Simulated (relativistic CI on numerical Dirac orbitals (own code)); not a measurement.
Level scheme of Cr⁷⁺

Computed by Dirac-Coulomb-Breit CI, KLI orbitals optimised for each configuration, model QED, valence Slater integrals scaled by 0.9, P86 correlation estimate, and configurations built on the next ion tied to the tabulated ionisation energy (semi-empirical) (own radial code, finite nucleus).

Configurations in the expansion (outside the closed core [Ne]): 3s2.3p5, 3s2.3p4.3d, 3s2.3p4.4s, 3s2.3p4.4p, 3s2.3p4.4d, 3s2.3p4.5s, 3s2.3p4.4f, 3s.3p6, 3s2.3p3.3d2, 3s.3p5.3d, 3p5.3d2, 3p6.3d, 3s.3p4.3d2, 3s2.3p3.3d.4s, 3s2.3p3.3d.4p, 3p6.4s, 3p6.4p, 3s.3p5.4s, 3s.3p4.3d.4s, 3s.3p5.4p, 3s.3p4.3d.4p, 3s2.3p4.5p, 3s2.3p3.4s2, 3s2.3p4.5d. Levels of other configurations are missing.

| No. | Configuration | Term | J | E (cm⁻¹) | % | Landé g | jj configuration (%) |
| --- | --- | --- | --- | --- | --- | --- | --- |
| 41 | 3s.3p5.3d‡ | 4D° | 1/2 | 637672 | 80 | 0.005 | 3s 3p1/2 3p3/2^4 3d3/2 (37) |
| 42 | 3s.3p5.3d‡ | 4D° | 3/2 | 637858 | 79 | 1.192 | 3s 3p3/2^3 3d3/2 (32) |
| 43 | 3s.3p5.3d‡ | 2F° | 7/2 | 645047 | 75 | 1.147 | 3s 3p3/2^3 3d3/2 (37) |
| 44 | 3s.3p5.3d‡ | 2F° | 5/2 | 648561 | 44 | 1.003 | 3s 3p3/2^3 3d5/2 (42) |
| 45 | 3s.3p5.3d‡ | 2D° | 3/2 | 652762 | 75 | 0.825 | 3s 3p3/2^3 3d5/2 (51) |
| 46 | 3s.3p5.3d‡ | 2D° | 5/2 | 653837 | 45 | 1.056 | 3s 3p1/2 3p3/2^4 3d5/2 (34) |
| 47 | 3s.3p5.3d‡ | 2P° | 1/2 | 664597 | 66 | 0.661 | 3s 3p3/2^3 3d3/2 (38) |
| 48 | 3s.3p5.3d‡ | 2P° | 3/2 | 669332 | 62 | 1.307 | 3s 3p1/2 3p3/2^4 3d5/2 (38) |
| 49 | 3p3(4S°).3d2(3F)‡ | 6F° | 1/2 | 684823 | 99 | -0.667 | 3p1/2 3p3/2^2 3d3/2^2 (39) |
| 50 | 3p3(4S°).3d2(3F)‡ | 6F° | 3/2 | 684906 | 99 | 1.066 | 3p1/2 3p3/2^2 3d3/2^2 (30) |
| 51 | 3p3(4S°).3d2(3F)‡ | 6F° | 5/2 | 685058 | 99 | 1.313 | 3p1/2 3p3/2^2 3d3/2 3d5/2 (30) |
| 52 | 3p3(4S°).3d2(3F)‡ | 6F° | 7/2 | 685293 | 99 | 1.396 | 3p1/2 3p3/2^2 3d3/2 3d5/2 (38) |
| 53 | 3p3(4S°).3d2(3F)‡ | 6F° | 9/2 | 685621 | 99 | 1.433 | 3p1/2 3p3/2^2 3d3/2 3d5/2 (36) |
| 54 | 3p3(4S°).3d2(3F)‡ | 6F° | 11/2 | 686034 | 99 | 1.454 | 3p1/2 3p3/2^2 3d5/2^2 (43) |
| 55 | 3s.3p5.3d‡ | 2F° | 5/2 | 688705 | 60 | 0.858 | 3s 3p3/2^3 3d3/2 (36) |
| 56 | 3s.3p5.3d‡ | 2F° | 7/2 | 690941 | 61 | 1.144 | 3s 3p3/2^3 3d5/2 (31) |
| 57 | 3p3(4S°).3d2(3P)‡ | 6P° | 3/2 | 705738 | 99 | 2.397 | 3p1/2 3p3/2^2 3d3/2 3d5/2 (24) |
| 58 | 3p3(4S°).3d2(3P)‡ | 6P° | 5/2 | 705906 | 99 | 1.883 | 3p1/2 3p3/2^2 3d3/2 3d5/2 (48) |
| 59 | 3p3(4S°).3d2(3P)‡ | 6P° | 7/2 | 706066 | 99 | 1.711 | 3p1/2 3p3/2^2 3d3/2 3d5/2 (30) |
| 60 | 3s.3p5.3d‡ | 2D° | 3/2 | 709542 | 60 | 0.801 | 3s 3p3/2^3 3d3/2 (34) |
| 61 | 3s.3p5.3d‡ | 2D° | 5/2 | 710319 | 61 | 1.200 | 3s 3p3/2^3 3d5/2 (35) |
| 62 | 3p3(4S°).3d2(1D)‡ | 4D° | 7/2 | 724975 | 95 | 1.425 | 3p1/2 3p3/2^2 3d5/2^2 (36) |
| 63 | 3p3(4S°).3d2(1D)‡ | 4D° | 5/2 | 725618 | 93 | 1.354 | 3p1/2 3p3/2^2 3d3/2 3d5/2 (33) |
| 64 | 3p3(4S°).3d2(1D)‡ | 4D° | 3/2 | 726113 | 90 | 1.144 | 3p1/2 3p3/2^2 3d5/2^2 (20) |
| 65 | 3p3(4S°).3d2(1D)‡ | 4D° | 1/2 | 726909 | 96 | 0.060 | 3p1/2 3p3/2^2 3d3/2^2 (29) |
| 66 | 3p4(3P).4s | 4P | 5/2 | 728883 | 96 | 1.592 | 3p3/2^2 4s (77) |
| 67 | 3p3(2D°).3d2(3P)‡ | 4P° | 1/2 | 728887 | 97 | 2.604 | 3p3/2 3d3/2 3d5/2 (33) |
| 68 | 3p3(2D°).3d2(3F)‡ | 4G° | 5/2 | 729363 | 79 | 0.674 | 3p1/2 3p3/2^2 3d3/2 3d5/2 (25) |
| 69 | 3p3(2D°).3d2(3F)‡ | 4G° | 7/2 | 730120 | 85 | 1.020 | 3p1/2 3p3/2^2 3d3/2 3d5/2 (36) |
| 70 | 3p3(2D°).3d2(3P)‡ | 4F° | 3/2 | 730253 | 76 | 0.676 | 3p1/2 3p3/2^2 3d3/2 3d5/2 (22) |
| 71 | 3p3(2D°).3d2(3P)‡ | 4P° | 3/2 | 731156 | 82 | 1.521 | 3p1/2 3p3/2^2 3d3/2 3d5/2 (56) |
| 72 | 3p3(2D°).3d2(3F)‡ | 4G° | 9/2 | 731412 | 93 | 1.182 | 3p1/2 3p3/2^2 3d3/2 3d5/2 (64) |
| 73 | 3p3(2D°).3d2(3P)‡ | 4F° | 5/2 | 732731 | 46 | 1.174 | 3p1/2 3p3/2^2 3d3/2 3d5/2 (28) |
| 74 | 3p3(2D°).3d2(3F)‡ | 4G° | 11/2 | 732825 | 100 | 1.272 | 3p1/2 3p3/2^2 3d5/2^2 (53) |
| 75 | 3p3(2D°).3d2(3P)‡ | 4P° | 5/2 | 733541 | 62 | 1.369 | 3p1/2 3p3/2^2 3d3/2 3d5/2 (55) |
| 76 | 3p4(3P).4s | 4P | 3/2 | 734112 | 84 | 1.672 | 3p1/2 3p3/2^3 4s (58) |
| 77 | 3p3(2D°).3d2(3P)‡ | 4F° | 7/2 | 735228 | 84 | 1.204 | 3p1/2 3p3/2^2 3d3/2 3d5/2 (44) |
| 78 | 3p3(2D°).3d2(3P)‡ | 4F° | 9/2 | 737325 | 92 | 1.321 | 3p1/2 3p3/2^2 3d3/2 3d5/2 (32) |
| 79 | 3p4(3P).4s | 4P | 1/2 | 737704 | 96 | 2.647 | 3p1/2 3p3/2^3 4s (40) |
| 80 | 3p4(3P).4s | 2P | 3/2 | 742746 | 82 | 1.371 | 3p1/2 3p3/2^3 4s (55) |
| 81 | 3p3(2D°).3d2(3F)‡ | 4H° | 7/2 | 745541 | 89 | 0.704 | 3p3/2 3d3/2^2 (30) |
| 82 | 3p3(2D°).3d2(3F)‡ | 4H° | 9/2 | 745950 | 90 | 0.989 | 3p1/2 3p3/2^2 3d3/2 3d5/2 (37) |
| 83 | 3p3(2D°).3d2(3F)‡ | 4H° | 11/2 | 746745 | 91 | 1.144 | 3p1/2 3p3/2^2 3d3/2 3d5/2 (56) |
| 84 | 3p3(2D°).3d2(3F)‡ | 4H° | 13/2 | 748452 | 100 | 1.231 | 3p1/2 3p3/2^2 3d5/2^2 (79) |
| 85 | 3p4(3P).4s | 2P | 1/2 | 748906 | 96 | 0.693 | 3p1/2 3p3/2^3 4s (58) |

Energies count from the lowest computed level; ° marks odd parity. Percentages are summed over parent terms; the parents shown are those of the largest component, closed shells are left out there. Filled j subshells are mostly left out of the jj labels. ‡ marks configurations that were not tied to measured data.

The mean weight of the leading LS term, summed over parents, in these 45 levels is 83 %, and that of the leading jj configuration (from the same eigenvectors) 40 %, so LS coupling describes them better.

Configurations that consist of the next ion and one excited electron were tied to the tabulated ionisation energy; Rydberg ones are usually within 1,000 to 3,000 cm⁻¹ and the lowest ones within about 6,000 (9,000 in d shells), while levels on excited terms of the next ion carry the error of that term, and the other configurations can be misplaced by 10,000 cm⁻¹ or more. Rates follow the energies as ν³ (E1, M1) or ν⁵ (E2), so rates, branching and lifetimes can be off by large factors. 17 of the 21 excited levels that our extract of the measured tables holds in this range could be paired (the sources list more); they are missed by 27955 cm⁻¹ on average and 138603 at most, and levels without a partner can miss by more.
